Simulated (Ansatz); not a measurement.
One change: `B[C@H]1[SiH2][C@@H]1Br` becomes `BC1C[SiH2]1`.

Ansatz, PBE0-D4/def2-TZVP geometries, multiplicity 1. 

Scalar relativity is left out up to krypton.

```csv
property,`B[C@H]1[SiH2][C@@H]1Br`
LUMO energy (B3LYP/def2-TZVPP) / eV,-0.94
HOMO energy (B3LYP/def2-TZVPP) / eV,-6.97
size of the dipole moment (B3LYP/def2-TZVPP) / D,1.58
HOMO–LUMO gap (ωB97M-V/def2-TZVPP) / eV,10.30
HOMO–LUMO gap (PBE0/def2-TZVPP) / eV,6.45
HOMO–LUMO gap (B3LYP/def2-TZVPP) / eV,6.03
```

**Question.** Give the same properties after the change, and the shifts. (Best estimate.)

**Answer.** Computed: 
| property | `BC1C[SiH2]1` | shift |
| --- | --- | --- |
| LUMO energy (B3LYP/def2-TZVPP) / eV | -0.45 | 0.49 |
| HOMO energy (B3LYP/def2-TZVPP) / eV | -7.00 | -0.03 |
| size of the dipole moment (B3LYP/def2-TZVPP) / D | 2.15 | 0.57 |
| HOMO–LUMO gap (ωB97M-V/def2-TZVPP) / eV | 10.73 | 0.43 |
| HOMO–LUMO gap (PBE0/def2-TZVPP) / eV | 6.98 | 0.53 |
| HOMO–LUMO gap (B3LYP/def2-TZVPP) / eV | 6.55 | 0.52 |

Dipoles are sizes alone; their direction can turn.

B3LYP here is the variant with VWN-RPA as its local correlation; programs differ in this.

Spin–orbit coupling is left out; it splits and shifts lone-pair levels of the heavy atoms by tenths of an eV.
